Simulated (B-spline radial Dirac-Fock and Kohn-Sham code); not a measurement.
ΔSCF core binding energies without Breit or QED terms, calculated with a radial atomic solver.

A sound run for the free thulium atom in the configuration [Xe] 4f13 6s2: The ground state converged in 13 iterations, with total energy -13574.29176 Ha, virial ratio 1.90347 and highest orbital energy -5.29 eV. ΔSCF binding energies: K (1s) 59662.9 eV, L3 (2p3/2) 8669.2 eV, M5 (3d5/2) 1469.8 eV.

A second run, with one unsound setting: The ground state converged in 12 iterations, with total energy -7123.21990 Ha, virial ratio 2.61085 and highest orbital energy -3.17 eV. ΔSCF binding energies: K (1s) 8880.4 eV, L3 (2p3/2) 4793.3 eV, M5 (3d5/2) 1638.2 eV.

```
iter   energy (Ha)        error
   1    -7028.06674157  8.61e+00
   2    -7074.00415704  2.43e+00
   3    -7122.21754485  3.32e-01
   4    -7123.18557359  9.99e-02
   5    -7123.21728252  1.35e-02
   6    -7123.21918700  7.46e-03
   7    -7123.21981863  1.05e-03
   8    -7123.21989146  2.44e-04
   9    -7123.21989652  4.14e-05
  12    -7123.21989673  1.28e-07
```

Question: Which fault fits the second run best?
A. too few iterations
B. damping too heavy
C. overfilled shell
D. nuclear radius in wrong units

Answer: D. The input had radius_factor = 1000.0: radius_factor inflates the nucleus far beyond its size, which weakens the binding of the inner electrons.
